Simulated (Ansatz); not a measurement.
`F[SiH2][O][ZnH]`, relaxed with RKS PBE0-D4/def2-TZVP in the Gaussian-basis code of Ansatz from a GFN2-xTB geometry. The force threshold is 0.005 eV/Å; the program also tests the step.

Charge 0, multiplicity 1.

Start:

```xyz
7

F     1.639    0.027    1.435
Si    0.681    0.854    0.438
O    -0.322   -0.168   -0.265
Zn   -1.323   -1.426   -0.892
H    -0.072    1.757    1.296
H     1.568    1.422   -0.566
H    -2.170   -2.466   -1.447
```

Q: By how much does the energy fall, and how many steps does the optimiser take? (Estimate.)

A: Computed: 10.35 kJ/mol, in 12 steps, 1 of them rejected.

Q: Which bonds change most? (An estimate is asked.)

A: Ansatz gave: Zn4–H7 from 1.451 to 1.509 Å; O3–Zn4 from 1.726 to 1.773 Å; Si2–H6 from 1.455 to 1.483 Å; Si2–H5 from 1.456 to 1.483 Å.

Q: Give the relaxed structure. (Best estimate.)

A: The calculation gave: 
```xyz
7

F     1.405   -0.259    1.284
Si    0.641    0.847    0.405
O    -0.502    0.159   -0.482
Zn   -1.286   -1.382   -0.875
H     0.061    1.814    1.368
H     1.672    1.482   -0.452
H    -1.990   -2.662   -1.249
```
